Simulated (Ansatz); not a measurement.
```yaml
crystal:
  periodic: [false, false, false]
  atoms:
    - {symbol: C, position_ang: [-0.787173, 1.227151, 0.182528]}
    - {symbol: C, position_ang: [-0.697357, -0.520092, 0.343929]}
    - {symbol: F, position_ang: [-1.394329, -0.806785, -0.776475]}
    - {symbol: Si, position_ang: [0.894668, -0.724344, -0.321385]}
    - {symbol: H, position_ang: [-0.491662, 1.581573, -1.130015]}
    - {symbol: H, position_ang: [-1.665633, 1.540330, -0.013052]}
    - {symbol: H, position_ang: [-0.154203, 1.789197, 0.835129]}
    - {symbol: H, position_ang: [-0.693214, -0.489971, 0.914820]}
    - {symbol: H, position_ang: [2.235060, -0.446546, 0.662810]}
    - {symbol: H, position_ang: [1.433613, -0.294497, -1.652963]}
    - {symbol: H, position_ang: [1.385191, -2.510205, -0.070624]}
basis:
  gaussian: {orbitals: x2c-TZVPPall}
hamiltonian: {xc: {name: B2PLYP}}
```

```sh
$ ansatz run in.yaml --threads 2 --pin off --events-out ev --progress --plain --max-ram 4352MiB
```

Output, abridged:

```
Functional definition: B2PLYP
1351 factors; integrals over basis functions are off by at most 1.1e-3 eV
mean field evaluation 1: about -12765.3581 eV, gradient 4.6e1 eV
mean field evaluation 2: about -12765.4826 eV, gradient 4.6e1 eV
mean field evaluation 4: about -12769.9062 eV, gradient 5.1e0 eV
mean field evaluation 8: about -12769.9615 eV, gradient 5.1e-1 eV
mean field evaluation 16: about -12769.9620 eV, gradient 1.6e-4 eV
mean field -12769.96199817 eV, -469.2874476416 hartree, gradient 6.5e-6 eV, S^2 0.000000; 0 other end points of the search recorded, 0 dependent functions left out
8 core orbitals not correlated: weight in the atoms' cores, before any rotation towards them, 1.000 or more for the frozen orbitals, at most 0.000 for the correlated occupied ones
reference -12769.96216414 eV, -469.2874537410 hartree; 13, 13 occupied and 212, 212 virtual orbitals, 1351 factors
second order -24.52161955 eV of doubles, -0.00000000 eV of singles
Total energy: -12776.58300142 eV, -469.5307650232 hartree
Relativity: scalar
```

It took 8.5 s on 2 threads of an Arm Neoverse V1 on a shared host, with 0.55 GiB of host memory at the peak.
